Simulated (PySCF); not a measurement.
Energy landscape of Li₂O, singlet: symmetric bend, bond length relaxed. Scanned: Li-O-Li angle. Other coordinates (O-Li bond length) were minimised at B3LYP/def2-TZVP.

- PBE/cc-pVTZ (PySCF)
- B3LYP/cc-pVTZ (PySCF)
- CCSD(T) on RHF/cc-pVTZ, 1 core orbital frozen (PySCF)

Energies relative to the lowest point of each profile, in kJ/mol; the last columns give the difference from CCSD(T):

```csv
a / °,PBE,B3LYP,CCSD(T),PBE − CCSD(T),B3LYP − CCSD(T)
180,0.0,0.0,0.0,0.0,0.0
170,0.3,0.4,0.3,0.0,0.1
160,1.3,1.7,1.3,0.0,0.4
150,3.1,4.0,3.1,0.0,0.9
140,5.8,7.4,6.0,-0.2,1.4
130,9.7,12.4,10.3,-0.6,2.0
120,15.6,19.6,16.9,-1.2,2.7
110,24.7,30.3,26.7,-2.0,3.5
100,38.8,46.3,41.7,-2.9,4.6
90,60.7,70.5,64.7,-4.0,5.8
80,94.7,107.3,99.9,-5.2,7.4
```

PBE is furthest from CCSD(T) at 80 (-5.2 kJ/mol, below); its mean absolute difference over the points is 1.5 kJ/mol.

B3LYP is furthest from CCSD(T) at 80 (7.4 kJ/mol, above); its mean absolute difference over the points is 2.6 kJ/mol.
